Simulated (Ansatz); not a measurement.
Geometry optimisation, Ansatz, RKS B3LYP-D4/cc-pVDZ.

The input (input.yaml):

```yaml
crystal:
  periodic: [false, false, false]
  atoms:
    - { symbol: C, position_ang: [-1.2238, -0.2567, -0.9916] }
    - { symbol: C, position_ang: [-0.6984, -0.136, 0.3645] }
    - { symbol: C, position_ang: [0.3097, -1.0385, 0.8304] }
    - { symbol: O, position_ang: [0.8823, -2.0307, 0.327] }
    - { symbol: C, position_ang: [0.6887, 0.363, 0.5779] }
    - { symbol: O, position_ang: [0.895, 1.2107, 1.7354] }
    - { symbol: O, position_ang: [1.5645, 0.6287, -0.5192] }
    - { symbol: H, position_ang: [-2.0876, -0.8794, -1.0178] }
    - { symbol: H, position_ang: [-1.6215, 0.7913, -1.2789] }
    - { symbol: H, position_ang: [-0.5467, -0.569, -1.7195] }
    - { symbol: H, position_ang: [-1.4572, 0.1417, 1.1149] }
    - { symbol: H, position_ang: [1.5085, 1.9323, 1.5049] }
    - { symbol: H, position_ang: [1.10847, 1.17028, -1.14088] }
basis:
  gaussian: { orbitals: cc-pVDZ }
hamiltonian:
  xc: b3lyp
  dispersion: d4
relax:
  f_tol: 0.015
  max_steps: 40
```

Launched with:

```bash
$ ansatz run input.yaml --threads 2 --pin off --max-ram 3072MiB --backend cpu --events-out ev --progress --plain --runs-dir out
```

Task: Where does it end, and by what steps?

Result: It converged. After 18 steps the energy has fallen by 1.464 eV; H12 moved furthest, 0.79 Å.

```tsv
step	energy less start (eV)	largest force component (eV/Å)	accepted
0	0.0000	4.068	yes
1	-0.8605	1.977	yes
2	-1.1218	0.512	yes
3	-1.1606	0.586	yes
4	-1.1923	1.141	yes
5	-1.2569	1.139	yes
6	-1.2541	2.291	no
7	-1.3278	0.462	yes
8	-1.3755	0.600	yes
9	-1.4100	0.490	yes
10	-1.4100	1.838	no
11	-1.4392	0.334	yes
12	-1.4555	0.167	yes
13	-1.4517	0.340	no
14	-1.4612	0.089	yes
15	-1.4637	0.080	yes
16	-1.4639	0.052	yes
17	-1.4639	0.037	yes
18	-1.4640	0.012	yes
```

```xyz
13
Properties=species:S:1:pos:R:3
C -1.346 -0.252 -1.078
C -0.709 -0.122 0.291
C 0.446 -0.982 0.692
O 0.834 -2.074 1.006
C 0.734 0.460 0.443
O 0.874 1.344 1.509
O 1.468 0.765 -0.694
H -2.067 -1.084 -1.096
H -1.884 0.671 -1.353
H -0.581 -0.445 -1.845
H -1.374 0.160 1.118
H 1.791 1.269 1.822
H 1.137 1.617 -1.028
```

Time of the run: 84 s on 2 threads of Arm Neoverse V1, on a shared host, peak memory 0.32 GiB.
